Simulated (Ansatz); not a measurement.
`N=[CH][AlH][CH2][SiH3]` → Al• + 2 C• + 8 H• + N• + Si•  (atomization)

Isolated molecules relaxed with PBE0-D4/def2-TZVP in Ansatz; ΔE leaves out vibrations. CCSD(T)/CBS is the MP2 limit (def2-TZVPP, def2-QZVPP) plus CCSD(T) − MP2 in def2-TZVPP, frozen cores. This one scheme is used for every species, atoms too. DFT in def2-TZVPP. B3LYP here is the variant with VWN-RPA as its local correlation; programs differ in this. Open shells (•) are unrestricted, without spin–orbit coupling. Spin–orbit coupling would lower the free atoms: a little for Al, C, Si. One conformer a species, not always the lowest.

`N=[CH][AlH][CH2][SiH3]`:

Cartesian coordinates in Å:
```
N 1.927 2.365 -1.490
C 1.308 1.252 -1.398
Al 0.907 0.442 0.362
C -0.043 -1.241 0.589
Si -1.901 -1.066 0.503
H 2.160 2.735 -0.563
H 1.032 0.809 -2.365
H 1.422 1.322 1.582
H 0.260 -1.941 -0.199
H 0.216 -1.686 1.556
H -2.301 -0.522 -0.825
H -2.377 -0.110 1.541
H -2.610 -2.358 0.707
```

```
             level  ΔE (kJ/mol)  difference from CCSD(T)/CBS
            PBE-D4       4463.9                         46.7
         r2SCAN-D4       4413.3                         -3.9
           PBE0-D4       4401.6                        -15.6
          B3LYP-D4       4423.7                          6.5
           ωB97X-V       4439.5                         22.3
           ωB97M-V       4432.6                         15.4
            B2PLYP       4367.0                        -50.2
               PBE       4438.3                         21.1
            r2SCAN       4406.8                        -10.4
              PBE0       4379.7                        -37.5
             B3LYP       4382.4                        -34.8
     HF/def2-TZVPP       3213.5                      -1203.7
    MP2/def2-TZVPP       4326.9                        -90.3
SCS-MP2/def2-TZVPP       4345.9                        -71.3
   CCSD/def2-TZVPP       4238.3                       -178.9
CCSD(T)/def2-TZVPP       4300.2                       -117.0
     HF/def2-QZVPP       3221.3                      -1195.9
    MP2/def2-QZVPP       4396.7                        -20.5
SCS-MP2/def2-QZVPP       4426.0                          8.8
      HF/CBS(def2)       3222.5                      -1194.7
     MP2/CBS(def2)       4443.9                         26.7
    CCSD/CBS(def2)       4355.4                        -61.8
       CCSD(T)/CBS       4417.2                            0
```

Largest T1 diagnostic among the species: 0.018.

From PBE to PBE0 (25 % exact exchange), in def2-TZVPP and without D4, ΔE moves by −58.6 kJ/mol: exact exchange takes away binding that semilocal exchange gives to molecules. The D4 term adds +41.2 kJ/mol with B3LYP and +21.9 kJ/mol with PBE0; it sums over pairs of atoms, weighted by their polarisabilities, and B3LYP, whose exchange is more repulsive, gets the larger term. In def2-TZVPP, CCSD(T) changes the Hartree–Fock value by +1086.7 kJ/mol (the triples alone add +61.8 kJ/mol) and MP2 by +1113.4 kJ/mol; breaking electron pairs costs correlation energy, which Hartree–Fock lacks.

For atomizations the MP2-based limit and the directly extrapolated one differ by several kJ/mol either way, and by 10 to 25 for some Ge, Se and Sn compounds, so smaller differences from it don't rank the levels.
